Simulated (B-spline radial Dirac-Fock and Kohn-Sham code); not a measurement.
# How the levels of thallium move as electrons are removed

Method: ΔSCF Dirac-Fock with Breit, self-energy and vacuum polarisation, finite nucleus, configuration average. Computed with a B-spline atomic structure program. Each ion is free and in its tabulated ground configuration. No correlation.

Reference: Tl⁵⁹⁺, [Ar] 3d4, with K (1s) 89752.6 eV, L1 (2s) 19455.3 eV, L2 (2p1/2) 18833.8 eV, M1 (3s) 7360.7 eV. Shifts from it, in eV (a dash: the subshell is empty, belongs to an open shell averaged over j, or its hole state is left out as unreliable):

| ion | configuration | K (1s) | L1 (2s) | L2 (2p1/2) | M1 (3s) |
| --- | --- | --- | --- | --- | --- |
| Tl⁶⁰⁺ | [Ar] 3d3 | +199.8 | +191.2 | +194.3 | +141.9 |
| Tl⁶¹⁺ | [Ar] 3d2 | +402.1 | +384.4 | +390.7 | +285.1 |
| Tl⁶²⁺ | [Ar] 3d1 | +606.8 | +579.7 | +589.4 | +429.4 |
| Tl⁶³⁺ | [Ne] 3s2 3p6 | +814.0 | +777.1 | +790.2 | +575.0 |
| Tl⁶⁴⁺ | [Ne] 3s2 3p5 | +1035.8 | +963.2 | +981.2 | +705.3 |
| Tl⁶⁵⁺ | [Ne] 3s2 3p4 | +1259.6 | +1150.9 | +1173.8 | +836.4 |
| Tl⁶⁶⁺ | [Ne] 3s2 3p3 | +1485.6 | +1339.9 | – | +968.3 |
